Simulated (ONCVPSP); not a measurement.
**Al: excitation energies, all-electron against ONCV**

ONCVPSP 4.0.1 input, shortened (lines: element, Z, core and valence counts, functional; n l f; lmax; l rc ep ncon nbas qcut; lloc lpopt rc5 dvloc0; l nproj debl; icmod fcfact rcfact), PBE, scalar-relativistic:

```
  Al 13.00    3    2        4      upf
    1    0    2.00
    2    0    2.00
    2    1    6.00
    3    0    2.00
    3    1    1.00
    1
    0    2.25    0.00    4    8    3.60
    1    2.90    0.00    3    8    2.70
    4    5    2.20    0.00
    0    2    2.00
    1    2    1.10
    2    0.15    0.95
```

Energies are relative to the spin-unpolarised reference configuration 3s2 3p1; without spin polarisation the order of configurations can differ from experiment.

Problem. Give the all-electron excitation energy and the error of the potential for: 3s2 3p0; 3s1 3p0; 3s2 3p0.5; 3s0 3p3.

Solution.

```
valence configuration  charge  ΔE all-electron (eV)  error AE − PS (meV)
              3s2 3p0      +1                 5.761                 -0.8
              3s1 3p0      +2                24.987                  +26
            3s2 3p0.5    +0.5                 2.086                 -0.2
              3s0 3p3       0                10.451                 +9.9
```

Levels in the configuration 3s0 3p3:

```json
{"level": "3p", "all-electron (eV)": "-3.892", "pseudo (eV)": "-3.886"}
```
